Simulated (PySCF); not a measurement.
Point-charge models of `O=Cc1cc(Cl)pcp1` against its computed dipole.

Coordinates (PBE0-D3(BJ)/def2-SVP, Å) and charges (e) from the PBE0/pcSseg-1 density (PySCF):

```csv
atom,x,y,z,Mulliken,IAO,Hirshfeld,ESP-fitted
O1,2.985,0.300,0.199,-0.3461,-0.3856,-0.2107,-0.4147
C2,2.197,-0.526,-0.185,+0.3580,+0.2511,+0.1144,+0.3323
C3,0.717,-0.355,-0.141,-0.5958,-0.2789,-0.0719,+0.2053
C4,0.248,0.856,0.378,+0.1510,-0.1023,-0.0353,-0.3339
C5,-1.082,1.227,0.511,-0.4376,-0.2283,-0.0342,+0.2090
Cl6,-1.404,2.794,1.187,-0.0299,-0.0028,-0.0145,-0.0699
P7,-2.516,0.308,0.084,+0.6070,+0.4640,+0.1386,-0.1336
C8,-1.842,-1.152,-0.541,-0.7004,-0.6272,-0.1640,+0.0606
P9,-0.214,-1.699,-0.748,+0.5622,+0.4323,+0.1360,-0.2205
H10,2.541,-1.501,-0.612,+0.0874,+0.1065,+0.0415,+0.0422
H11,1.021,1.564,0.704,+0.1516,+0.1859,+0.0510,+0.1845
H12,-2.603,-1.873,-0.870,+0.1926,+0.1853,+0.0492,+0.1388
```

What dipole does each set of charges give (1 e·Å = 4.803 D), and what does the density give?

The full density gives (-1.75, -1.68, -0.78) D, 2.54 D in size; dipole vectors point from the negative to the positive end.

| scheme | μx | μy | μz | size (D) | share of the full size (%) | angle to the full dipole (°) |
| --- | --- | --- | --- | --- | --- | --- |
| Mulliken | -2.90 | -3.79 | -1.72 | 5.07 | 199 | 8 |
| IAO | -3.36 | -2.93 | -1.36 | 4.66 | 183 | 3 |
| Hirshfeld | -2.05 | -1.37 | -0.65 | 2.55 | 100 | 10 |
| ESP-fitted | -1.76 | -1.77 | -0.82 | 2.62 | 103 | 1 |

Which set comes closest?

Length of the difference vector: ESP-fitted 0.10 D, Hirshfeld 0.46 D, IAO 2.13 D, Mulliken 2.58 D. Closest: ESP-fitted. 

What is left for the Hirshfeld atoms' own dipoles?

The shares of the density sum to the whole, so what Σ q r misses lies in dipoles about the nuclei. The atomic dipoles sum to (-1.75, -1.68, -0.78) − (-2.05, -1.37, -0.65) = (0.30, -0.31, -0.13) D, 0.46 D in size.

With the origin at the mean of the coordinates, (0.004, -0.005, -0.003) Å, which are the largest single terms, by size, of the Mulliken dipole along the direction of the full one?

C8 -7.36, P7 +4.36, P9 +4.04, O1 +3.84, H12 +3.04 D; all 12 atoms together +5.01 D. The single terms depend on the origin, their sum doesn't.

Give the size of the full dipole in other units.

2.54 D = 1.001 au = 0.530 e·Å = 8.49 × 10⁻³⁰ C·m.

One conformer (not necessarily the lowest) at the PBE0-D3(BJ)/def2-SVP geometry, without solvent, vibrations or thermal averaging.

The values belong to the conformer `[O:1]=[CH:2][c:3]1[cH:4][c:5]([Cl:6])[p:7][cH:8][p:9]1`: O1–C2–C3–C4 0°.
